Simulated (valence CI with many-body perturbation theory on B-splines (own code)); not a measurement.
**E1 transitions of Te I**

Computed by configuration interaction combined with many-body perturbation theory (CI+MBPT): six valence electrons over a frozen Dirac-Fock core [Kr] 4d10, a basis of 9 s, 9 p, 8 d, 6 f, 3 g, 1 h functions for each j, with the one-electron correlation potential Σ1, the two-electron term Σ2, the three-electron term Σ3, Breit, model QED; selected CI, second order for the rest, scaled by the run's own slope (own B-spline code, finite nucleus).

Against 23 measured levels this calculation errs by 166 cm⁻¹ on average and by 300 at most. These come from a selection out of the NIST Handbook of Basic Atomic Spectroscopic Data. Levels without a partner in it may be off by more. Among the levels kept, up to 1400 cm⁻¹ of a level comes from second order outside the variational space, and about a tenth of that is noise between levels of different J, which matters for small intervals.

Lines 51 to 88 of 88 in falling wavelength, among levels below 61702 cm⁻¹, chosen from the strongest by gf and those to the six lowest levels. Wavelengths and rates use the calculated energies, so an error of 200 cm⁻¹ moves a line at 226.1 nm by 0.45 % and its rate by three times that or more. Electric multipoles are in the length gauge, E1 and E2 with the static RPA response of the core. Weak lines are less certain than strong ones. Lines between different terms over intervals too small for the method are left out, as are lines whose strength nearly cancels. The highest levels of a list are the least certain.

Names give the largest LS component (configuration and term), which can be under half, so a name can repeat, a term be missing and a line seem to break the LS rules; names also repeat where a configuration has a term twice.

```
λ vac (nm)  λ from measured levels             Upper         Lower   A (s⁻¹)  log gf  Branch %
     226.1                   225.6  5s2 5p3 6s 3D°_2  5s2 5p4 1D_2  1.33e+07   -1.29       7.5
     222.6                   221.6  5s2 5p3 5d 5D°_3  5s2 5p4 1D_2  2.13e+05   -2.95       0.9
     222.0                   220.9  5s2 5p3 5d 5D°_2  5s2 5p4 1D_2  8.90e+06   -1.48      84.8
     221.6                   220.8  5s2 5p3 5d 5D°_1  5s2 5p4 1D_2  5.97e+05   -2.88       8.4
     216.6                          5s2 5p3 6s 3D°_3  5s2 5p4 1D_2  6.44e+06   -1.50      10.9
     215.4                   214.8  5s2 5p3 6s 1D°_2  5s2 5p4 1D_2  1.21e+08   -0.38      55.2
     214.7                   214.3  5s2 5p3 6s 3S°_1  5s2 5p4 3P_2  2.89e+08   -0.22      69.7
     209.0                   208.2  5s2 5p3 5d 3D°_2  5s2 5p4 1D_2  1.19e+08   -0.41      39.6
     208.1                   207.5  5s2 5p3 5d 3D°_1  5s2 5p4 1D_2  1.69e+05   -3.48       0.1
     208.0                   207.2  5s2 5p3 5d 3D°_3  5s2 5p4 1D_2  5.52e+06   -1.60       1.4
     201.5                          5s2 5p3 7s 5S°_2  5s2 5p4 1D_2  9.14e+04   -3.56       0.5
     199.9                   200.3  5s2 5p3 6s 3D°_1  5s2 5p4 3P_1  9.35e+07   -0.77      74.6
     199.8                   200.1  5s2 5p3 6s 3D°_1  5s2 5p4 3P_0  7.43e+06   -1.87       5.9
     199.5                   199.5  5s2 5p3 6s 3D°_2  5s2 5p4 3P_1  1.95e+07   -1.24      11.1
     199.3                          5s2 5p3 7s 3S°_1  5s2 5p4 1D_2  1.95e+05   -3.46       0.2
     196.6                   195.8  5s2 5p3 5d 5D°_0  5s2 5p4 3P_1  3.85e+06   -2.65      96.5
     196.3                   195.8  5s2 5p3 5d 5D°_2  5s2 5p4 3P_1  6.64e+05   -2.72       6.3
     196.0                   195.7  5s2 5p3 5d 5D°_1  5s2 5p4 3P_1  4.52e+05   -3.11       6.4
     195.9                   195.5  5s2 5p3 5d 5D°_1  5s2 5p4 3P_0  1.11e+06   -2.72      15.7
     191.1                   191.0  5s2 5p3 6s 1D°_2  5s2 5p4 3P_1  4.03e+06   -1.96       1.8
     186.1                   185.7  5s2 5p3 5d 3D°_2  5s2 5p4 3P_1  1.43e+08   -0.43      47.4
     185.3                   185.2  5s2 5p3 5d 3D°_1  5s2 5p4 3P_1  1.34e+08   -0.68      42.1
     185.2                   185.0  5s2 5p3 5d 3D°_1  5s2 5p4 3P_0  1.67e+08   -0.59      52.5
     182.9                   182.9  5s2 5p3 6s 3D°_1  5s2 5p4 3P_2  4.94e+06   -2.13       3.9
     182.5                   182.2  5s2 5p3 6s 3D°_2  5s2 5p4 3P_2  1.43e+08   -0.45      81.4
     180.3                   179.6  5s2 5p3 5d 5D°_3  5s2 5p4 3P_2  2.25e+07   -1.12      98.6
     180.0                          5s2 5p3 7s 5S°_2  5s2 5p4 3P_1  3.02e+05   -3.13       1.5
     179.9                   179.2  5s2 5p3 5d 5D°_2  5s2 5p4 3P_2  7.85e+05   -2.72       7.5
     179.6                   179.0  5s2 5p3 5d 5D°_1  5s2 5p4 3P_2  4.71e+06   -2.17      66.4
     178.3                          5s2 5p3 7s 3S°_1  5s2 5p4 3P_1  1.36e+07   -1.71      12.7
     178.3                          5s2 5p3 7s 3S°_1  5s2 5p4 3P_0  8.06e+06   -1.94       7.5
     176.3                          5s2 5p3 6s 3D°_3  5s2 5p4 3P_2  5.29e+07   -0.76      89.1
     175.5                   175.1  5s2 5p3 6s 1D°_2  5s2 5p4 3P_2  9.38e+07   -0.66      42.9
     171.2                   170.7  5s2 5p3 5d 3D°_2  5s2 5p4 3P_2  3.83e+07   -1.07      12.7
     170.6                   170.2  5s2 5p3 5d 3D°_1  5s2 5p4 3P_2  1.54e+07   -1.70       4.8
     170.5                   170.0  5s2 5p3 5d 3D°_3  5s2 5p4 3P_2  3.95e+08    0.08      98.2
     166.1                          5s2 5p3 7s 5S°_2  5s2 5p4 3P_2  3.67e+06   -2.12      18.7
     164.7                          5s2 5p3 7s 3S°_1  5s2 5p4 3P_2  7.24e+07   -1.05      67.6
```

How does gf follow from A for the line at 171.2 nm?

gf = 1.4992 × (2J+1)_upper × A / σ², with σ = 58401 cm⁻¹ and 2J+1 = 5: gf = 0.0842.
